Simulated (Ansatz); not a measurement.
Cl$_{4}$Sn, singlet, at a GFN2-xTB geometry (such geometries of metal compounds can be far from the true shape) (all electrons, no relativity); B3LYP5/STO-3G (Ansatz, a first-principles code).

Ansatz was given this input:
Ansatz 0.2 input:
```yaml
crystal:
  periodic: [false, false, false]
  atoms:
    - {symbol: Cl, position_ang: [-1.80032643, -0.84416493, -1.18851803]}
    - {symbol: Sn, position_ang: [0.00000000, 0.00000000, -0.00000000]}
    - {symbol: Cl, position_ang: [-0.31676548, 2.26357933, 0.37713794]}
    - {symbol: Cl, position_ang: [1.94528107, -0.31513236, -1.21775939]}
    - {symbol: Cl, position_ang: [0.17181084, -1.10428204, 2.02913947]}
basis:
  gaussian:
    orbitals: STO-3G
hamiltonian:
  xc: b3lyp5
```

Output, abridged:

```
Functional definition: B3LYP5
742 factors; integrals over basis functions are off by at most 2.2e-5 eV
mean field evaluation 1: about -211859.6251 eV, gradient 2.5e1 eV
mean field evaluation 2: about -211860.9117 eV, gradient 2.3e1 eV
mean field evaluation 4: about -211863.6578 eV, gradient 1.2e-1 eV
mean field evaluation 8: about -211863.6677 eV, gradient 7.8e-4 eV
mean field -211863.66768660 eV, -7785.8461811307 hartree, gradient 1.3e-5 eV, S^2 0.000000; 0 other end points of the search recorded, 0 dependent functions left out
reference -211863.66788226 eV, -7785.8461883210 hartree; 59, 59 occupied and 4, 4 virtual orbitals, 742 factors
Total energy: -211863.66788226 eV, -7785.8461883210 hartree
```
